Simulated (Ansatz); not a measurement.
| atom | x (Å) | y (Å) | z (Å) |
| --- | --- | --- | --- |
| C | 1.0981 | 0.0000 | 0.0000 |
| C | 0.0000 | 1.0981 | 0.0000 |
| C | -1.0981 | 0.0000 | 0.0000 |
| C | 0.0000 | -1.0981 | 0.0000 |
| H | 1.7376 | 0.0000 | 0.8802 |
| H | 0.0000 | 1.7376 | 0.8802 |
| H | -1.7376 | 0.0000 | 0.8802 |
| H | 0.0000 | -1.7376 | 0.8802 |
| H | 1.7376 | 0.0000 | -0.8802 |
| H | 0.0000 | 1.7376 | -0.8802 |
| H | -1.7376 | 0.0000 | -0.8802 |
| H | 0.0000 | -1.7347 | -0.8762 |

Basis set: cc-pVDZ (spherical functions). Correlated methods keep 4 orbitals frozen. Charge 0, multiplicity 1.

Computed with Ansatz (development build ahead of 0.2.0); each method stands on the lowest determinant of its kind that the runs found. Restricted open shells among the atoms or ions are ROHF, correlated in semicanonical orbitals with singles.

The atomization energy at this shape (free ground-state atoms in the same class of orbitals less the molecule, no zero-point energy) of singlet C4H8:

| method | atomization energy |
| --- | --- |
| RHF | 3627.9 kJ/mol |

(1) What does RHF-MP2 give?

Answers

(1) 4531.5 kJ/mol.
